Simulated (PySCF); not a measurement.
Isomers of C5H12P2Se, from PySCF, PBE0-D3(BJ)/def2-SVP geometry optimisation, gas phase. One conformer each, no zero-point energy, no frequencies.

Question: Which isomer lies lower at this level?
A. `[CH3:1][P:2]1(=[Se:3])[CH2:4][CH2:5][PH:6][CH2:7][CH2:8]1` with C1–P2–C4–C5 -170°, P2–C4–C5–P6 69°, C4–C5–P6–C7 -65°, C5–P6–C7–C8 65°: A = 1514, B = 662.6, C = 603.3 MHz, dipole 3.63 D
B. `[CH3:1][P:2]1[CH2:3][CH2:4][PH:5](=[Se:6])[CH2:7][CH2:8]1` with C1–P2–C3–C4 167°, P2–C3–C4–P5 -66°, C3–C4–P5–Se6 180°, C4–P5–C7–C8 -51°: A = 3107, B = 414.5, C = 384.2 MHz, dipole 5.44 D

Answer: A. That is `CP1(=[Se])CCPCC1`, 6.5 kcal/mol below the other.

```csv
SMILES,mapped SMILES,E (Eh),relative (kcal/mol),relative (kJ/mol),dipole (D)
CP1(=[Se])CCPCC1,[CH3:1][P:2]1(=[Se:3])[CH2:4][CH2:5][PH:6][CH2:7][CH2:8]1,-3280.65575,0.0,0.0,3.63
CP1CC[PH](=[Se])CC1,[CH3:1][P:2]1[CH2:3][CH2:4][PH:5](=[Se:6])[CH2:7][CH2:8]1,-3280.64541,6.5,27.1,5.44
```
